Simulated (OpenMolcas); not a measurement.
# Ru VI: effect of the IPEA shift

- Program: OpenMolcas
- Basis: ANO-RCC-VTZP [7s6p4d2f1g]
- Scalar Hamiltonian: DKH2, point nucleus
- Active space: 9 electrons in 8 orbitals (RAS1 4p, at most 2 holes; RAS2 4d)
- State averaging: 2S+1 = 4 even, 10 roots; 2S+1 = 2 even, 40 roots
- Spin-orbit coupling: state interaction with AMFI integrals over the reference wave functions, term energies averaged over their components

Methods on the same reference wave functions:
A. RASSCF
B. MS-RASPT2, IPEA 0 Eh, imaginary shift 0.1 Eh (closed shells correlated: 4s)
C. MS-RASPT2, IPEA 0.25 Eh, imaginary shift 0.1 Eh (closed shells correlated: 4s)

Energies in eV above 4d³ ⁴F_3/2.

| Level | A | B | C |
| --- | --- | --- | --- |
| 4d³ ⁴F_3/2 | 0.0000 | 0.0000 | 0.0000 |
| 4d³ ⁴F_5/2 | 0.1813 | 0.1841 | 0.1831 |
| 4d³ ⁴F_7/2 | 0.4030 | 0.404 | 0.404 |
| 4d³ ⁴F_9/2 | 0.6467 | 0.640 | 0.642 |
| 4d³ ⁴P_3/2 | 1.9142 | 1.618 | 1.676 |
| 4d³ ⁴P_1/2 | 1.9353 | 1.637 | 1.691 |
| 4d³ ⁴P_5/2 | 2.2190 | 1.924 | 1.975 |
| 4d³ ²G_7/2 | 2.2907 | 1.912 | 1.998 |
| 4d³ ²G_9/2 [71 %] | 2.4434 | 2.039 | 2.121 |
| 4d³ ²P_1/2 | 2.7491 | 2.442 | 2.526 |
| 4d³ ²D_5/2(1) | 3.1775 | 2.865 | 2.965 |
| 4d³ ²H_9/2 [74 %] | 3.2040 | 2.700 | 2.779 |
| 4d³ ²H_11/2 | 3.2667 | 2.727 | 2.803 |
| 4d³ ²F_7/2 | 4.7640 | 4.048 | 4.133 |
| 4d³ ²F_5/2 | 4.8272 | 4.109 | 4.194 |
| 4d³ ²D_5/2(2) | 7.0283 | 6.404 | 6.455 |
| 4d³ ²D_3/2(2) | 7.1209 | 6.460 | 6.522 |

Between B and C the level of the table that moves most is 4d³ ²D_5/2(1), by 810 cm-1 (lowest in B, highest in C). Moves below CASPT2's spread within the term are not significant.

From A to B the spin-free energies of the other terms of 4d³ shown, above ⁴F, scale by factors of 0.80 to 0.90, as is usual when dynamic correlation screens the repulsion within a d or f shell.

The lowest spin-free term lies below A's lowest term by 0.251 hartree in B, 0.246 hartree in C.

CASPT2 does not keep the components of a term degenerate, so their means are used; among the terms shown or strongly mixed into the levels shown the widest spread is 1000 cm-1 (4d³ ⁴F, C). Active for correlation alone: 4p; no level in the range computed is led by a configuration that opens it, so any true level of that kind is missing. Without dynamic correlation excited terms often stand tens of per cent too high (terms of higher spin than the ground term too low), and those without a measured partner can miss by more than the paired ones (holds for A). Levels of configurations outside the active space are missing. The table leaves out levels that lie high or whose names do not pair safely across all columns.

A share in square brackets marks a mixed level and gives the weight of the term that names it, the lowest over the columns. A number in round brackets counts repeated terms of one configuration in the order of the reference energies.
